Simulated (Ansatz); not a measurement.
Ansatz (a quantum-chemistry and plane-wave program) input (B3LYP-D3(BJ)/def2-TZVP):

Ansatz 0.2 input:
```yaml
crystal:
  periodic: [false, false, false]
  atoms:
    - {symbol: I, position_ang: [-1.85979164, 0.09530544, 0.01461599]}
    - {symbol: C, position_ang: [-0.00420179, -1.24815986, 0.21982951]}
    - {symbol: I, position_ang: [1.86058508, 0.07601455, -0.02380418]}
    - {symbol: H, position_ang: [-0.01684171, -1.59100025, -0.83200298]}
basis:
  gaussian:
    orbitals: def2-TZVP
hamiltonian:
  xc: b3lyp
  dispersion: d3bj
total_charge: -1
phonons: {temperatures: {t_min: 298.15, t_max: 298.15, t_step: 100}}
```

Output:

```
Functional definition: B3LYP
integrals: 0.06 GiB planned
1046 factors; their error is unknown
mean field: 0.53 GiB planned
mean field evaluation 1: about -17258.8422 eV, gradient 2.7e1 eV
mean field evaluation 2: about -17254.6419 eV, gradient 4.4e1 eV
mean field evaluation 4: about -17260.6182 eV, gradient 1.8e0 eV
mean field evaluation 8: about -17260.6231 eV, gradient 1.7e-2 eV
mean field evaluation 16: about -17261.0659 eV, gradient 4.5e-4 eV
mean field -17261.06585686 eV, -634.3324702691 hartree, gradient 5.6e-5 eV, S^2 0.000000; 0 other end points of the search recorded, 0 dependent functions left out
the calculation of the forces begins
reference -17261.06606662 eV, -634.3324779774 hartree; 29, 29 occupied and 108, 108 virtual orbitals, 1046 factors
these checks for a lower state are left out or cut short: stability, starts, cluster_reference, orbital_swaps, neighbouring_geometries, increment
integrals: 0.06 GiB planned
1046 factors; their error is unknown
mean field: 0.53 GiB planned
mean field -17261.06572486 eV, -634.3324654179 hartree, gradient 1.2e-6 eV, S^2 0.000000; 0 other end points of the search recorded, 0 dependent functions left out
the calculation of the forces begins
reference -17261.06593457 eV, -634.3324731246 hartree; 29, 29 occupied and 108, 108 virtual orbitals, 1046 factors
these checks for a lower state are left out or cut short: stability, starts, cluster_reference, orbital_swaps, neighbouring_geometries, increment
integrals: 0.06 GiB planned
1046 factors; their error is unknown
mean field: 0.53 GiB planned
mean field evaluation 32: about -17261.0660 eV, gradient 1.0e-6 eV
mean field -17261.06596091 eV, -634.3324740927 hartree, gradient 1.1e-6 eV, S^2 0.000000; 0 other end points of the search recorded, 0 dependent functions left out
the calculation of the forces begins
reference -17261.06617071 eV, -634.3324818027 hartree; 29, 29 occupied and 108, 108 virtual orbitals, 1046 factors
these checks for a lower state are left out or cut short: stability, starts, cluster_reference, orbital_swaps, neighbouring_geometries, increment
integrals: 0.06 GiB planned
1046 factors; their error is unknown
mean field: 0.53 GiB planned
mean field -17261.06586174 eV, -634.3324704483 hartree, gradient 1.1e-6 eV, S^2 0.000000; 0 other end points of the search recorded, 0 dependent functions left out
the calculation of the forces begins
reference -17261.06607152 eV, -634.3324781576 hartree; 29, 29 occupied and 108, 108 virtual orbitals, 1046 factors
these checks for a lower state are left out or cut short: stability, starts, cluster_reference, orbital_swaps, neighbouring_geometries, increment
integrals: 0.06 GiB planned
1046 factors; their error is unknown
mean field: 0.53 GiB planned
mean field -17261.06583532 eV, -634.3324694773 hartree, gradient 1.2e-6 eV, S^2 0.000000; 0 other end points of the search recorded, 0 dependent functions left out
the calculation of the forces begins
reference -17261.06604505 eV, -634.3324771848 hartree; 29, 29 occupied and 108, 108 virtual orbitals, 1046 factors
these checks for a lower state are left out or cut short: stability, starts, cluster_reference, orbital_swaps, neighbouring_geometries, increment
integrals: 0.06 GiB planned
1046 factors; their error is unknown
mean field: 0.53 GiB planned
mean field -17261.06585990 eV, -634.3324703806 hartree, gradient 1.2e-6 eV, S^2 0.000000; 0 other end points of the search recorded, 0 dependent functions left out
the calculation of the forces begins
reference -17261.06606965 eV, -634.3324780888 hartree; 29, 29 occupied and 108, 108 virtual orbitals, 1046 factors
these checks for a lower state are left out or cut short: stability, starts, cluster_reference, orbital_swaps, neighbouring_geometries, increment
integrals: 0.06 GiB planned
1046 factors; their error is unknown
mean field: 0.53 GiB planned
mean field -17261.06584965 eV, -634.3324700039 hartree, gradient 1.2e-6 eV, S^2 0.000000; 0 other end points of the search recorded, 0 dependent functions left out
the calculation of the forces begins
reference -17261.06605941 eV, -634.3324777124 hartree; 29, 29 occupied and 108, 108 virtual orbitals, 1046 factors
these checks for a lower state are left out or cut short: stability, starts, cluster_reference, orbital_swaps, neighbouring_geometries, increment
integrals: 0.06 GiB planned
1046 factors; their error is unknown
mean field: 0.53 GiB planned
mean field evaluation 64: about -17261.0653 eV, gradient 8.3e-1 eV
mean field -17261.06576373 eV, -634.3324668465 hartree, gradient 1.1e-6 eV, S^2 0.000000; 0 other end points of the search recorded, 0 dependent functions left out
the calculation of the forces begins
reference -17261.06597352 eV, -634.3324745560 hartree; 29, 29 occupied and 108, 108 virtual orbitals, 1046 factors
these checks for a lower state are left out or cut short: stability, starts, cluster_reference, orbital_swaps, neighbouring_geometries, increment
integrals: 0.06 GiB planned
1046 factors; their error is unknown
mean field: 0.53 GiB planned
mean field -17261.06576523 eV, -634.3324669017 hartree, gradient 1.2e-6 eV, S^2 0.000000; 0 other end points of the search recorded, 0 dependent functions left out
the calculation of the forces begins
reference -17261.06597496 eV, -634.3324746089 hartree; 29, 29 occupied and 108, 108 virtual orbitals, 1046 factors
these checks for a lower state are left out or cut short: stability, starts, cluster_reference, orbital_swaps, neighbouring_geometries, increment
integrals: 0.06 GiB planned
1046 factors; their error is unknown
mean field: 0.53 GiB planned
mean field -17261.06582564 eV, -634.3324691216 hartree, gradient 1.1e-6 eV, S^2 0.000000; 0 other end points of the search recorded, 0 dependent functions left out
the calculation of the forces begins
reference -17261.06603537 eV, -634.3324768290 hartree; 29, 29 occupied and 108, 108 virtual orbitals, 1046 factors
these checks for a lower state are left out or cut short: stability, starts, cluster_reference, orbital_swaps, neighbouring_geometries, increment
integrals: 0.06 GiB planned
1046 factors; their error is unknown
mean field: 0.53 GiB planned
mean field -17261.06583676 eV, -634.3324695302 hartree, gradient 1.2e-6 eV, S^2 0.000000; 0 other end points of the search recorded, 0 dependent functions left out
the calculation of the forces begins
reference -17261.06604654 eV, -634.3324772395 hartree; 29, 29 occupied and 108, 108 virtual orbitals, 1046 factors
these checks for a lower state are left out or cut short: stability, starts, cluster_reference, orbital_swaps, neighbouring_geometries, increment
integrals: 0.06 GiB planned
1046 factors; their error is unknown
mean field: 0.53 GiB planned
mean field evaluation 96: about -17261.0658 eV, gradient 2.6e-3 eV
mean field -17261.06576610 eV, -634.3324669335 hartree, gradient 1.2e-6 eV, S^2 0.000000; 0 other end points of the search recorded, 0 dependent functions left out
the calculation of the forces begins
reference -17261.06597583 eV, -634.3324746409 hartree; 29, 29 occupied and 108, 108 virtual orbitals, 1046 factors
these checks for a lower state are left out or cut short: stability, starts, cluster_reference, orbital_swaps, neighbouring_geometries, increment
integrals: 0.06 GiB planned
1046 factors; their error is unknown
mean field: 0.53 GiB planned
mean field -17261.06578022 eV, -634.3324674524 hartree, gradient 1.1e-6 eV, S^2 0.000000; 0 other end points of the search recorded, 0 dependent functions left out
the calculation of the forces begins
reference -17261.06599000 eV, -634.3324751617 hartree; 29, 29 occupied and 108, 108 virtual orbitals, 1046 factors
these checks for a lower state are left out or cut short: stability, starts, cluster_reference, orbital_swaps, neighbouring_geometries, increment
integrals: 0.06 GiB planned
1046 factors; their error is unknown
mean field: 0.53 GiB planned
mean field -17261.06583035 eV, -634.3324692946 hartree, gradient 1.2e-6 eV, S^2 0.000000; 0 other end points of the search recorded, 0 dependent functions left out
the calculation of the forces begins
reference -17261.06604009 eV, -634.3324770026 hartree; 29, 29 occupied and 108, 108 virtual orbitals, 1046 factors
these checks for a lower state are left out or cut short: stability, starts, cluster_reference, orbital_swaps, neighbouring_geometries, increment
integrals: 0.06 GiB planned
1046 factors; their error is unknown
mean field: 0.53 GiB planned
mean field -17261.06585498 eV, -634.3324702000 hartree, gradient 1.1e-6 eV, S^2 0.000000; 0 other end points of the search recorded, 0 dependent functions left out
the calculation of the forces begins
reference -17261.06606475 eV, -634.3324779087 hartree; 29, 29 occupied and 108, 108 virtual orbitals, 1046 factors
Total energy: -17261.30642046 eV, -634.3413108182 hartree
Atom 0 at    -1.859792     0.095305     0.014616 Å, force     0.000017    -0.000023     0.000080 eV/Å
Atom 1 at    -0.004202    -1.248160     0.219830 Å, force     0.000000     0.000252    -0.000114 eV/Å
Atom 2 at     1.860585     0.076015    -0.023804 Å, force    -0.000016    -0.000023     0.000081 eV/Å
Atom 3 at    -0.016842    -1.591000    -0.832003 Å, force    -0.000002    -0.000206    -0.000047 eV/Å
Dipole moment:    -0.001186     0.211972    -0.221289 e Å
Vibrations: 92.61 362.17 381.46 885.80 1057.01 2928.11 cm⁻¹, zero-point energy 0.353799 eV
```

It need not be the lowest isomer of its formula. Whether it binds its extra electron was not tested at this geometry.
